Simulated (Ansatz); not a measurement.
Input file for Ansatz (an electronic-structure program): R-revPBE/def2-TZVPPD on H2 (SMILES [H][H]). The basis file is the Basis Set Exchange's JSON of that set.

Ansatz 0.2 input:
```yaml
crystal:
  periodic: [false, false, false]
  atoms:
    - {symbol: H, position_ang: [0.00000000, 0.00000000, 0.37198582]}
    - {symbol: H, position_ang: [-0.00000000, -0.00000000, -0.37198582]}
basis:
  gaussian:
    orbitals: def2-TZVPPD.json
hamiltonian:
  xc: {name: revPBE}
scf: {lower_state_search: off}
```

It printed:

```
WARN ansatz: RAYON_NUM_THREADS=1 ignored (pool sized by the plan → 1); use --threads N
Functional definition: revPBE
these checks for a lower state are left out or cut short: stability, starts, cluster_reference, orbital_swaps, neighbouring_geometries, increment
integrals: 0.00 GiB planned
118 factors; their error is unknown
mean field: 0.05 GiB planned
mean field evaluation 1: about -31.7008 eV, gradient 9.2e0 eV
mean field evaluation 2: about -31.9786 eV, gradient 3.2e0 eV
mean field evaluation 4: about -32.0204 eV, gradient 6.5e-2 eV
mean field evaluation 8: about -32.0163 eV, gradient 3.3e-3 eV
mean field -32.01633581 eV, -1.1765786395 hartree, gradient 5.9e-7 eV, S^2 0.000000; 0 other end points of the search recorded, 0 dependent functions left out
reference -32.01636234 eV, -1.1765796147 hartree; 1, 1 occupied and 33, 33 virtual orbitals, 118 factors
Total energy: -32.01636234 eV, -1.1765796147 hartree
Checks for a lower state left out: stability, starts, cluster_reference, orbital_swaps, neighbouring_geometries, increment
```

The calculation finished and met its thresholds.

Cost: around 0.21 core-seconds (rough).
